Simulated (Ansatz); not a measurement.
Species: CH4BO2, charge 0, multiplicity 2. It need not be the lowest isomer of its formula. 
Structure (B3LYP-D3(BJ)/def2-TZVP (Ansatz, an electronic-structure program) minimum search):
```xyz
8

C      1.3854    -0.6544     0.0134
B     -0.0010     0.0148     0.0055
O     -1.1450    -0.6042    -0.4489
O     -0.1181     1.2959     0.4729
H      2.2644    -0.1372     0.3784
H      1.5649    -1.6645    -0.3386
H     -1.0075    -1.5006    -0.7654
H     -1.0240     1.6218     0.4252
```
Charge 0, spin multiplicity 2.

Total electronic energies in hartree. Correlated levels leave the core frozen unless marked. UHF or UKS for open shells. Spin-orbit coupling is left out. No relativistic terms. CBS marks a two-point X^-3 extrapolation of the correlation energy; Hartree-Fock from the larger set.

```csv
level,program,energy (Eh)
r2SCAN-D4/def2-TZVPD,Ansatz + dftd4,-215.85203
LC-wPBE-D4/def2-TZVPD,Ansatz + dftd4,-215.83354
wB97M-V/def2-TZVPD,Ansatz,-215.88433
RI-MP2/cc-pVTZ,Ansatz,-215.49617
SCS-MP2/cc-pVTZ,Ansatz,-215.48614
SCS-MP2/aug-cc-pVQZ,Ansatz,-215.56924
CCSD/aug-cc-pVDZ,Ansatz,-215.35342
CCSD/cc-pVDZ,Ansatz,-215.30550
"CCSD(T)/CBS(aug-cc-pVTZ,aug-cc-pVQZ)",Ansatz,-215.6513
```

Totals of different functionals don't rank their quality; only differences between species are comparable.
